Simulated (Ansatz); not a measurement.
F₄Ti, singlet, at a GFN2-xTB geometry (such geometries of metal compounds can be far from the true shape). Base run: Ansatz (a program for electronic structure) with PBE/STO-3G.

Geometry (Å):
```xyz
5

Ti     0.0000     0.0000     0.0000
F      1.0961     0.7883    -1.0201
F      0.8394    -1.0557     1.0218
F     -1.1067    -0.8777    -0.9317
F     -0.8288     1.1452     0.9300
```
Charge 0, spin multiplicity 1.
All else is at Ansatz's defaults.

Each row names what was changed in the base input (with any setting that the change needs).

```json
[
 {"change": "base", "basis functions": "38", "E (Eh)": "-1234.14098"},
 {"change": "basis = pcseg-0", "basis functions": "60", "E (Eh)": "-1245.72764"},
 {"change": "basis = 6-31G", "basis functions": "65", "E (Eh)": "-1248.42181"},
 {"change": "basis = def2-SV(P)", "basis functions": "80", "E (Eh)": "-1248.11340"},
 {"change": "basis = def2-SVP", "basis functions": "87", "E (Eh)": "-1248.13069"},
 {"change": "basis = 6-31G*", "basis functions": "96", "E (Eh)": "-1248.48448"},
 {"change": "basis = cc-pVDZ", "basis functions": "99", "E (Eh)": "-1248.59741"},
 {"change": "basis = def2-SVPD", "basis functions": "126", "E (Eh)": "-1248.17442"},
 {"change": "basis = aug-pcseg-1", "basis functions": "139", "E (Eh)": "-1248.41061"},
 {"change": "basis = aug-cc-pVDZ", "basis functions": "151", "E (Eh)": "-1248.62982"},
 {"change": "basis = cc-pVTZ", "basis functions": "188", "E (Eh)": "-1248.73365"},
 {"change": "basis = def2-QZVP", "basis functions": "312", "E (Eh)": "-1248.78236"},
 {"change": "basis = cc-pVQZ", "basis functions": "324", "E (Eh)": "-1248.77270"}
]
```

Totals compare only among sets that treat the same electrons; sets with core potentials leave the core out.
